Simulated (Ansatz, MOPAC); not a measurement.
System: H₆SiN₃O, charge 0, multiplicity 2. SMILES: [NH][Si](N)(N)O

Atoms: N1, Si2, N3, N4, O5, H6, H7, H8, H9, H10, H11. Bonds: N1-Si2, N1-H6, Si2-N3, Si2-N4, Si2-O5, N3-H7, N3-H8, N4-H9, N4-H10, O5-H11.

Bond lengths (Å) and angles (degrees) optimised at PM3 with MOPAC; PM6 with MOPAC; HF/3-21G with Ansatz (an electronic-structure program); HF/6-31G* with Ansatz; B3LYP/LANL2DZ with Ansatz; B3LYP/6-31G* with Ansatz, each started from the B3LYP-D3(BJ)/def2-TZVP structure (Ansatz) of the last column. A row stands for all coordinates that are equal there; 11 of 23 kinds are shown. 6-31G* holds six Cartesian d functions. No wavenumbers were computed at B3LYP/LANL2DZ, so these may be saddle points.

```tsv
coordinate	PM3	PM6	HF/3-21G	HF/6-31G*	B3LYP/LANL2DZ	B3LYP/6-31G*	B3LYP-D3(BJ)/def2-TZVP
N1-Si2	1.772	1.677	1.792	1.764	1.795	1.757	1.742
N1-H6	0.985	0.987	1.017	1.008	1.033	1.028	1.022
Si2-N3	1.786	1.701	1.719	1.699	1.722	1.727	1.711
Si2-N4	1.785	1.701	1.718	1.706	1.721	1.717	1.701
Si2-O5	1.692	1.552	1.663	1.645	1.702	1.666	1.651
N3-H7	0.999	1.005 to 1.008	0.999	0.995	1.011	1.013	1.007
N4-H9	0.999	1.005	0.999	0.997	1.012	1.012	1.005
N4-H10	0.999	1.008	1.000	0.997	1.012	1.011	1.006
N1-Si2-N3	110.3	103.4	118.2	120.0	123.2	111.0	110.9
N1-Si2-N4	110.8	103.4	102.6	102.5	100.9	103.2	102.7
N1-Si2-O5	109.3	118.0	105.1	104.2	103.7	114.6	114.9
```

A range marks coordinates that this level makes unequal.

Mean signed difference of all 10 bond lengths from B3LYP-D3(BJ)/def2-TZVP: PM3 0.015 Å, PM6 -0.028 Å, HF/3-21G 0.005 Å, HF/6-31G* -0.006 Å, B3LYP/LANL2DZ 0.018 Å, B3LYP/6-31G* 0.010 Å.
